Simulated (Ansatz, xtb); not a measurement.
C3H9NSi2: which of two isomers lies lower

Structure X is `C[Si@@H](C#N)C[SiH3]`, a singlet and structure Y is `C[Si@@H]([SiH3])CC#N`, a singlet. Both are isolated molecules in the gas phase, relaxed with B3LYP-D3(BJ)/def2-SVP; each stands in its lowest conformer found.

Quicker runs give these differences E(Y) − E(X): GFN2-xTB −20.1 kJ/mol; HF/STO-3G +63.7 kJ/mol (at GFN2-xTB geometries); r2SCAN-D4/def2-SVP +47.6 kJ/mol (at GFN2-xTB geometries).

Task: Which of the two would you expect CCSD(T)/def2-SVP + ΔMP2/def2-TZVPP electronic energies to favour?

Result: Structure X; the calculation gives E(Y) − E(X) = +62.3 kJ/mol.

Level by level:

| level | geometry | E(Y) − E(X) (kJ/mol) | departure from the last row (kJ/mol) | job, with rough time for the two |
| --- | --- | --- | --- | --- |
| GFN2-xTB | GFN2-xTB | −20.1 | −82.4 | optimisation, 0.5 s |
| HF/STO-3G | GFN2-xTB | +63.7 | +1.4 | single point, 1.1 s |
| r2SCAN-D4/def2-SVP | GFN2-xTB | +47.6 | −14.7 | single point, 9.6 s |
| B3LYP-D3(BJ)/def2-SVP | B3LYP-D3(BJ)/def2-SVP | +45.1 | −17.2 | optimisation, 77 s |
| HF/def2-SVP | B3LYP-D3(BJ)/def2-SVP | +58.5 | −3.8 | part of the CCSD(T) run |
| MP2/def2-SVP | B3LYP-D3(BJ)/def2-SVP | +57.6 | −4.7 | part of the CCSD(T) run |
| CCSD(T)/def2-SVP | B3LYP-D3(BJ)/def2-SVP | +51.0 | −11.3 | single point |
| CCSD(T)/def2-SVP + ΔMP2/def2-TZVPP | B3LYP-D3(BJ)/def2-SVP | +62.3 |  | single point, 2 min |

As drawn, Y has 1 Si–Si, 1 C–C in place of 2 C–Si.

GFN2-xTB puts the two in the other order. The largest departure from CCSD(T)/def2-SVP + ΔMP2/def2-TZVPP is that of GFN2-xTB, 82.4 kJ/mol. The last row adds to CCSD(T) the change of the MP2 difference between the two basis sets, here +11.3 kJ/mol.

With thermal terms from frequencies at re-optimised GFN2-xTB minima (ideal gas, soft modes damped towards free rotors, one conformer each, 298.15 K, 1 atm): on the last row, ΔE + ΔZPE = +62.3, ΔH = +62.8, ΔG = +61.1 kJ/mol.

The correlated steps freeze 14 core orbitals. Run with Ansatz 0.2.0, xtb 6.7.1; the last row on 2 threads of AMD EPYC 7R43 64-Core Processor (Zen 3) on a shared host.
